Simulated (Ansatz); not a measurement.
`[CH3][Zn][TeH]` + `N[SiH2][AlH2]` → `N[SiH2][AlH][TeH]` + `[CH3][ZnH]`  (formal exchange of groups at a Te–Zn bond)

Calculated with Ansatz (gas phase, PBE0-D4/def2-TZVP geometries, no zero-point term in ΔE). CCSD(T)/CBS is the MP2 limit (def2-TZVPP, def2-QZVPP) plus CCSD(T) − MP2 in def2-TZVPP, frozen cores. Elements past krypton have def2 core potentials. For Te, Zn outer-core shells are correlated without core-valence functions, which leaves a few kJ/mol of doubt a bond. Scalar relativity is left out up to krypton. Each species was taken in one conformer, which may not be the lowest.

```csv
level,ΔE (eV)
HF/CBS(def2),0.20
CCSD/CBS(def2),0.08
```

(1) What does CCSD(T)/CBS give? (An estimate is asked.)

Largest T1 diagnostic among the species: 0.014.

Answers

(1) Computed: +0.04 eV. The listed levels differ from it by 0.16, 0.04 eV.

The D4 term adds −0.04 eV with B3LYP and −0.02 eV with PBE0; it sums over pairs of atoms, weighted by their polarisabilities, and B3LYP, whose exchange is more repulsive, gets the larger term. From PBE to PBE0 (25 % exact exchange), in def2-TZVPP and without D4, ΔE moves by +0.06 eV. In def2-TZVPP, CCSD(T) changes the Hartree–Fock value by −0.23 eV (the triples alone add −0.04 eV) and MP2 by −0.23 eV.

B3LYP here is the variant with VWN-RPA as its local correlation; programs differ in this.
